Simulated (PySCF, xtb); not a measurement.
CH4AlFOSe, SMILES C[O][Al]([F])[SeH].

GFN2-xTB (xtb) at its own geometry gives an orbital gap of 3.46 eV and a dipole moment of 1.34 D.

Geometry optimised at PBE0-D3(BJ)/def2-SVP. Other conformers were not sampled.

Question: What does PBE/def2-TZVP (PySCF) give? (The exact figures need the calculation; the answer reports its results.)

Answer: gap 4.72 eV (levels -6.33 and -1.60 eV), dipole 0.91 D.
